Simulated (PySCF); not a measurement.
Compound: C5H5F2O (doublet state).
Cartesian coordinates in Å at the GFN2-xTB level; atoms count from 1:
```xyz
13
C5H5F2O angstrom
F      2.7831    0.2444   -0.5031
C      1.9381    0.1689    0.5646
F      2.3510   -0.9300    1.2594
C      0.5243    0.0494    0.1406
C     -0.1100   -0.9116   -0.6362
C     -1.4367   -0.5809   -0.7188
C     -1.6339    0.6751    0.0614
O     -0.3509    1.0088    0.5715
H      2.1032    1.0543    1.1952
H      0.3813   -1.7547   -1.0796
H     -2.2244   -1.0939   -1.2286
H     -2.0001    1.5137   -0.5502
H     -2.3294    0.5567    0.9061
```

The hyperfine couplings belong to this conformer and change with its torsions.

As a line formula: `FC(F)C1=C[CH]CO1` [radical].

Method used: PySCF, UKS B3LYP, pcH-1 on C F H O, non-relativistic, mean-field spin-orbit, GIAO. The structure is a single GFN2-xTB conformer in the gas phase; no vibrational or solvent corrections. Couplings are sensitive to structure, and on GFN2-xTB geometries they can be far from those on DFT ones. Stability of the SCF solution: not tested.

**Question.** What is the g tensor, term by term?

**Answer.** 
```csv
Δg (ppm),1,2,3
relativistic mass correction,-201,-201,-201
gauge correction,12,61,48
orbital Zeeman/spin–orbit,-92,955,1947
total,-280,816,1794
```

So g = 2.00204, 2.00313, 2.00411 and g_iso = 2.00310; the tensor is rhombic: the two nearest values differ by 47 % of g3 − g1. Axes: g2 points within 7° of the C5–H10 bond and g3 points within 9° of the C2–C4 bond.

**Question.** What effective moment and Curie constant follow for a powder?

**Answer.** With the mean of g² = 4.0124 and S(S+1) = 0.75: μ_eff = √(⟨g²⟩S(S+1)) = 1.735 μB and χT = 0.12505·⟨g²⟩·S(S+1) = 0.376 cm³ K/mol (cgs; spin-Hamiltonian part alone).

**Question.** How much does each term add to the isotropic shift?

**Answer.** The orbital-Zeeman/spin–orbit term 937, the mass correction -201 and the gauge correction 41 ppm, for a total of 777 ppm. The orbital-Zeeman/spin–orbit term is the largest in size. The mass correction is the same along every axis, so the anisotropy comes from the other two: their spans along these axes are 49 (gauge) and 2038 ppm (orbital Zeeman/spin–orbit).

**Question.** In a frozen sample, at which fields do the three g values resonate at 9.5, 34, 94 and 263 GHz (hyperfine left aside), and which band first spreads them over more than twice a line width of 0.3 mT?

**Answer.** 
```json
{"band": "X", "GHz": "9.5", "B(g3) mT": "338.68", "B(g2) mT": "338.85", "B(g1) mT": "339.03", "spread mT": "0.35"}
{"band": "Q", "GHz": "34.0", "B(g3) mT": "1212.12", "B(g2) mT": "1212.71", "B(g1) mT": "1213.37", "spread mT": "1.26"}
{"band": "W", "GHz": "94.0", "B(g3) mT": "3351.15", "B(g2) mT": "3352.79", "B(g1) mT": "3354.62", "spread mT": "3.47"}
{"band": "J", "GHz": "263.0", "B(g3) mT": "9376.09", "B(g2) mT": "9380.67", "B(g1) mT": "9385.81", "spread mT": "9.71"}
```

The spread grows in proportion to the frequency. Q band is the first where it exceeds 0.6 mT.

The Mulliken spin populations are largest on C6 (+0.53), C4 (+0.52), C5 (-0.21) and O8 (+0.11). The positive populations add up to 1.31 and the negative ones to -0.31, together 2S = 1. The angles at C6 add up to 360.0°, so it is planar.

The HOMO–LUMO gaps are 5.05 eV among the α and 5.85 eV among the β orbitals.

Hardware: Arm Neoverse V1, one thread, no GPU, shared host with 32 logical CPUs at a one-minute load of 20. Cost: 58 s wall (with the writing of density and orbital grids), 0.99 GiB resident at most.
